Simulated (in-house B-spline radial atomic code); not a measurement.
Checks on a self-consistent run for the cadmium ion Cd⁺, [He] 2s2 (2p1/2)1 (2p3/2)4 3s2 3p6 3d10 4s2 4p6 4d10 5s2. Computed with an all-electron radial atomic-structure program (B-spline basis): Dirac-Hartree-Fock, average of the jj configuration, Fermi nucleus of rms radius 4.6087 fm.

```tsv
orbital	q	ε (Eh)	<1/r>	<r²>	small-component weight
1s1/2	2	-994.81407	50.6705	0.00124674	0.031011
2s1/2	2	-153.82834	11.7934	0.0200642	0.006618
2p1/2	1	-144.39248	11.6994	0.015219	0.0065568
2p3/2	4	-136.77835	11.0174	0.0162203	0.0063425
3s1/2	2	-31.03349	4.19958	0.140844	0.0019359
3p1/2	2	-26.65544	4.13687	0.135853	0.0019106
3p3/2	4	-25.41583	3.92868	0.143488	0.0018062
3d3/2	4	-17.79063	3.77095	0.123284	0.0016879
3d5/2	6	-17.61298	3.73788	0.12486	0.0016787
4s1/2	2	-5.46872	1.59978	0.840276	0.00048391
4p1/2	2	-3.95385	1.48661	0.961759	0.00043162
4p3/2	4	-3.73256	1.43185	1.01456	0.00040896
4d3/2	4	-1.31438	1.14877	1.58295	0.00027823
4d5/2	6	-1.29223	1.13675	1.61291	0.00027389
5s1/2	2	-0.62595	0.484917	7.78241	5.3599e-05
```

Electron-electron repulsion V_ee = 2025.0166 hartree.

Task: What total energy follows from the eigenvalues?

Result: The eigenvalues count the repulsion twice, so E = Σqε - V_ee = -3430.710 - 2025.017 = -5455.727 hartree; the run printed -5455.727.

Task: Does the Dirac virial theorem hold?

Result: For a point nucleus E = -2c²Σq·w, with w the small-component weight. Here Σq·w = 0.14526 and c = 137.0360, so the ratio E/(-2c²Σq·w) is 1.000043; the finite nucleus accounts for the departure from 1.

Task: What diamagnetic shielding (Lamb formula) and susceptibility (Langevin formula) do the radii give?

Result: σ = (α²/3)Σq<1/r> = 274.881/(3·137.036²) = 4879.3 ppm, and χ = -0.79199×10⁻⁶·Σq<r²> = -33.05×10⁻⁶ cm³/mol with Σq<r²> = 41.729 bohr². Both are non-relativistic formulas without the paramagnetism of open shells.
